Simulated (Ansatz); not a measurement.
# Which is lower?

The two ends of one reaction step of SiH2SeF2, singlet (PBE0-D4/def2-TZVP).

A:

```
6
angstrom
Si -0.1791 -0.4894 0.0779
F -1.6062 -0.9930 0.5451
F 0.0750 -1.0439 -1.3843
H 0.8572 -1.0714 0.9465
Se -0.2790 1.7566 0.1097
H 1.1320 1.8411 -0.2948
```

B:

Si1  (-0.611, -1.515, 0.084)
F2  (-1.940, -0.766, -0.457)
F3  (0.355, -1.298, -1.199)
H4  (1.710, 0.806, 0.860)
Se5  (0.302, 1.171, 1.055)
H6  (0.184, 1.602, -0.343)
(Å)

Computed with Ansatz 0.2.0 (basis: def2-TZVPP); correlated methods freeze the cores. Filled d shells of the heavier atoms are correlated. The def2 sets are not built for correlating such inner shells, so the correlated values are less sure here. B3LYP uses VWN-RPA correlation.

Question: Which structure is lower at CCSD(T), and by how much? (An estimate is asked for; the value comes from the calculation.)

Answer: The calculation gives: A, by 43.78 kcal/mol (electronic energy, against the other). By their contacts, A is SiH₂SeF₂ ([F][SiH]([F])[SeH]) and B is a complex of H₂Se + SiF₂.

All methods give the same order:

```csv
method,E(B) − E(A) (kcal/mol)
SPW92,41.02
PBE-D4,39.03
BLYP-D4,35.99
r2SCAN-D4,45.84
B97M-V,43.23
PBE0-D4,43.76
B3LYP-D4,40.24
r2SCAN0-D4,47.83
BHLYP-D4,45.14
CAM-B3LYP-D4,42.27
wB97X-V,44.66
wB97M-V,40.50
B2PLYP,43.08
PBE-QIDH,48.01
RPA on PBE,40.65
HF,48.89
MP2,47.23
CCSD,44.30
CCSD(T),43.78
```

The T1 diagnostic stays at or below 0.012.

Labels in which every atom is bracketed show which atoms are joined, not bond orders.

For scale, one of the runs: CCSD(T)/def2-TZVPP, 180 basis functions, launched by `ansatz run in.yaml --threads 4 --pin off --events-out ev --progress --plain --max-ram 9574MiB`. Time: 61 s of wall clock on 4 CPU threads of an Arm Neoverse V1; the host was shared. Peak host memory: 1.8 GiB.
